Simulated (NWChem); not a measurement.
Molecule: C$_{2}$H$_{5}$Br$_{3}$OSi; SMILES CCO[Si](Br)(Br)Br

```xyz
12

C      0.0221     2.5907     3.0968
C     -0.0023     2.2109     1.6292
O      0.0080     0.7774     1.5224
Si     0.0007    -0.0677     0.1033
Br     0.0365    -2.2105     0.6451
Br    -1.8320     0.4039    -1.0791
Br     1.7886     0.4527    -1.1266
H     -0.8573     2.1714     3.6242
H      0.0038     3.6935     3.2060
H      0.9375     2.2045     3.5869
H     -0.9131     2.6102     1.1285
H      0.8819     2.6256     1.0947
```
Atoms are numbered in this order, from 1.

All runs: NWChem. Pople sets run with spherical d functions. All runs use the structure optimised with PBE-D3(BJ)/def2-SVP. No frequency run checked for a minimum. B3LYP is NWChem's, with the RPA form of VWN correlation.

Problem. Taking B3LYP/6-311G** as the yardstick, which of these has the fewest basis functions while keeping “highest occupied level (eV)” within 0.1 eV of it: B3LYP/3-21G; B3LYP/STO-3G; B3LYP/6-31G*?

Solution. B3LYP/6-31G*.
```csv
level,basis functions,highest occupied level (eV)
B3LYP/STO-3G,83,-5.11
B3LYP/3-21G,116,-7.98
B3LYP/6-31G*,166,-8.15
B3LYP/6-311G**,242,-8.22
```

The yardstick is one finite set, not the basis-set limit.
